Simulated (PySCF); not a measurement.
Bond curve of RbH

Set-up: PySCF, scalar-relativistic core potentials, basis sets Rb def2-SVPD with ECP28, H def2-SVPD. Energies in eV from Rb + H in their ground configurations at the same level. State: ¹Σ⁺ (singlet), closed shell.

Curves on a restricted Hartree–Fock reference rise too fast on stretching and do not dissociate correctly.

All columns are RHF. A positive dipole means Rb(−)H(+).

```
R (Å)  E (eV)   μ (D)  Mulliken charge on Rb (basis-dependent)  HOMO (eV)  LUMO (eV)  Mayer bond order  ⟨S²⟩
2.085  -0.353   -8.03                                     0.53      -6.40      -0.03              0.69  0.00
2.182  -0.528   -8.41                                     0.53      -6.38      -0.06              0.70  0.00
2.279  -0.639   -8.78                                     0.52      -6.34      -0.10              0.71  0.00
2.351  -0.688   -9.05                                     0.52      -6.29      -0.12              0.72  0.00
2.424  -0.714   -9.33                                     0.51      -6.25      -0.15              0.73  0.00
2.497  -0.721   -9.61                                     0.51      -6.20      -0.18              0.74  0.00
2.594  -0.706   -9.98                                     0.49      -6.12      -0.21              0.75  0.00
2.715  -0.658  -10.45                                     0.48      -6.03      -0.26              0.76  0.00
2.860  -0.568  -11.01                                     0.46      -5.90      -0.31              0.78  0.00
3.054  -0.415  -11.76                                     0.44      -5.74      -0.39              0.80  0.00
```

A fit through these points gives, at Re = 2.490 Å, μ = -9.58 D and dμ/dR = -3.83 D/Å; the reduced mass is 0.996 u.

Task: How strong is the fundamental in the double-harmonic approximation, I = 42.26·(dμ/dR)²/μred km/mol?

Result: I = 42.26·(-3.83)²/0.996 = 622 km/mol at RHF.

Where the molecule has an RHF reference, its open-shell atoms are computed with UHF. Hartree–Fock leaves out correlation, which carries a large part of most bond energies and some tenths to 1 eV of ionisation energies.
